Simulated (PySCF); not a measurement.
# Run times: scandium in pcseg-2

Measured wall times of calculations with PySCF 2.14 in pcseg-2, with no relativity, point nucleus, run from one Python driver. Hardware: 1 thread of Neoverse-N1 on a shared host, 1.3 GiB allowed. The two-electron integrals over 56 functions were computed once and kept in memory (0.61 CPU seconds with the set-up); the times below exclude them. Kohn-Sham runs start from converged Hartree-Fock orbitals.

Launch command (the driver calls PySCF for each step listed in the task file):

```bash
OMP_NUM_THREADS=1 python atomrun2.py TASK.json OUT
```

```tsv
species	step	iterations	wall time (s)
Sc [Ar] 3d1 4s2	UHF	10	0.52
Sc [Ar] 3d1 4s2	MN15	10	4.5
Sc [Ar] 3d1 4s2	LDA	11	1.3
Sc [Ar] 3d1 4s2	MP2 (3 electrons)		0.08
Sc⁺ [Ar] 3d1 4s1	UHF	9	0.43
Sc⁺ [Ar] 3d1 4s1	MN15	11	4.9
Sc⁺ [Ar] 3d1 4s1	LDA	6	0.79
Sc⁺ [Ar] 3d1 4s1	MP2 (2 electrons)		0.03
```

Peak memory of the process: 0.24 GiB. Times on a shared host vary from run to run.
